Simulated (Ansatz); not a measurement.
`C/C=[C](\N)[AlH2]` + CH₃OH → `C[O][AlH2]` + `C/C=C/N`  (ligand exchange at the Al–C bond)

Gas-phase electronic energies from Ansatz, PBE0-D4/def2-TZVP geometries. CCSD(T)/CBS is the MP2 limit (def2-TZVPP, def2-QZVPP) plus CCSD(T) − MP2 in def2-TZVPP, frozen cores. This one scheme is used for every species. Double bonds are as drawn, so ΔE can hold a change between cis and trans. Functionals use def2-TZVPP. B3LYP here is the variant with VWN-RPA as its local correlation; programs differ in this. One conformer a species, not always the lowest.

`C/C=[C](\N)[AlH2]`:

Cartesian coordinates in Å:
```
C -1.435 0.454 1.238
C -0.720 -0.370 0.216
C 0.446 -0.010 -0.366
N 1.056 1.202 -0.085
Al 1.115 -1.302 -1.644
H -0.798 0.666 2.107
H -1.739 1.426 0.829
H -2.331 -0.044 1.607
H -1.175 -1.307 -0.087
H 2.033 1.286 -0.303
H 0.799 1.669 0.772
H 2.529 -1.091 -2.346
H 0.221 -2.577 -1.938
```

CH₃OH:

Cartesian coordinates in Å:
```
C 0.103 0.071 0.334
O -0.523 -0.645 -0.706
H -0.079 -0.481 1.256
H -0.310 1.080 0.454
H 1.188 0.151 0.192
H -0.378 -0.176 -1.530
```

`C[O][AlH2]`:

```xyz
8

C    -1.030    0.665    0.295
O    -0.343   -0.534    0.092
Al    1.236   -0.920   -0.355
H    -1.894    0.722   -0.376
H    -0.402    1.547    0.116
H    -1.402    0.716    1.324
H     2.260    0.259   -0.632
H     1.575   -2.456   -0.464
```

`C/C=C/N`:

Cartesian coordinates in Å:
```
C 1.494 -0.377 0.755
C 0.453 0.266 -0.097
C -0.804 -0.166 -0.187
N -1.789 0.321 -1.037
H 1.921 0.327 1.477
H 1.077 -1.217 1.317
H 2.329 -0.761 0.159
H 0.756 1.128 -0.689
H -1.119 -1.027 0.399
H -1.591 1.228 -1.432
H -2.725 0.276 -0.667
```

| level | ΔE (kJ/mol) | difference from CCSD(T)/CBS |
| --- | --- | --- |
| r2SCAN-D4 | -128.1 | -1.3 |
| B3LYP-D4 | -130.2 | -3.4 |
| r2SCANh-D4 | -128.1 | -1.3 |
| BHLYP-D4 | -134.7 | -7.9 |
| CAM-B3LYP-D4 | -135.2 | -8.4 |
| ωB97X-V | -129.1 | -2.3 |
| ωB97M-V | -127.5 | -0.7 |
| r2SCAN0 | -129.6 | -2.8 |
| RPA@PBE/def2-TZVPP | -127.2 | -0.4 |
| CCSD/CBS(def2) | -130.6 | -3.8 |
| CCSD(T)/CBS | -126.8 | 0 |

Largest T1 diagnostic among the species: 0.012.

Leaving LDA and LC-ωPBE aside and taking each functional with its dispersion term where it has one, the values, not all of them listed here, spread over 20.0 kJ/mol, from CAM-B3LYP-D4 to revPBE-D4. LDA lies +3.2 kJ/mol from PBE without D4. In def2-TZVPP, CCSD(T) changes the Hartree–Fock value by +18.1 kJ/mol (the triples alone add +3.8 kJ/mol) and MP2 by +18.2 kJ/mol.
